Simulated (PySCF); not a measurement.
O2Si, SMILES O=[Si]=O.

Geometry optimised at ωB97X-D3(BJ)/def2-TZVP.

Level of theory: TDDFT-ωB97X/def2-TZVPD in PySCF.

Vertical excitations; the highest root listed may be one member of a degenerate set.  State labels are in the subgroup D2h.

```json
[
 {"state": "S1", "symmetry": "B3g", "energy (eV)": "4.59", "λ (nm)": "270", "f": "0.000", "main pairs": "HOMO→LUMO (degenerate set)"},
 {"state": "S2", "symmetry": "B2g", "energy (eV)": "4.59", "λ (nm)": "270", "f": "0.000", "main pairs": "HOMO−1→LUMO (degenerate set)"},
 {"state": "S3", "symmetry": "B3u", "energy (eV)": "6.06", "λ (nm)": "204", "f": "0.081", "main pairs": "HOMO−2→LUMO (degenerate set)"},
 {"state": "S4", "symmetry": "B2u", "energy (eV)": "6.06", "λ (nm)": "204", "f": "0.081", "main pairs": "HOMO−3→LUMO (degenerate set)"},
 {"state": "S5", "symmetry": "B1u", "energy (eV)": "6.45", "λ (nm)": "192", "f": "0.065", "main pairs": "HOMO−4→LUMO 83 %"},
 {"state": "S6", "symmetry": "Au", "energy (eV)": "7.45", "λ (nm)": "166", "f": "0.000", "main pairs": "HOMO→LUMO+2 48 %, HOMO−1→LUMO+1 48 %"},
 {"state": "S7", "symmetry": "Au", "energy (eV)": "7.61", "λ (nm)": "163", "f": "0.000", "main pairs": "HOMO−1→LUMO+1, HOMO→LUMO+2 (degenerate set)"},
 {"state": "S8", "symmetry": "B1u", "energy (eV)": "7.61", "λ (nm)": "163", "f": "0.000", "main pairs": "HOMO−1→LUMO+2, HOMO→LUMO+1 (degenerate set)"},
 {"state": "S9", "symmetry": "Ag", "energy (eV)": "8.29", "λ (nm)": "150", "f": "0.000", "main pairs": "HOMO−5→LUMO 83 %"},
 {"state": "S10", "symmetry": "B1g", "energy (eV)": "8.58", "λ (nm)": "145", "f": "0.000", "main pairs": "HOMO−3→LUMO+2 48 %, HOMO−2→LUMO+1 48 %"},
 {"state": "T1", "symmetry": "B3g", "energy (eV)": "4.23", "λ (nm)": "293", "f": "0", "main pairs": "HOMO→LUMO (degenerate set)"},
 {"state": "T2", "symmetry": "B2g", "energy (eV)": "4.23", "λ (nm)": "293", "f": "0", "main pairs": "HOMO−1→LUMO (degenerate set)"},
 {"state": "T3", "symmetry": "B2u", "energy (eV)": "5.31", "λ (nm)": "234", "f": "0", "main pairs": "HOMO−3→LUMO (degenerate set)"},
 {"state": "T4", "symmetry": "B3u", "energy (eV)": "5.31", "λ (nm)": "234", "f": "0", "main pairs": "HOMO−2→LUMO (degenerate set)"}
]
```
Triplets are in the Tamm–Dancoff approximation, which puts them higher than full response would, so one can lie above its singlet here.
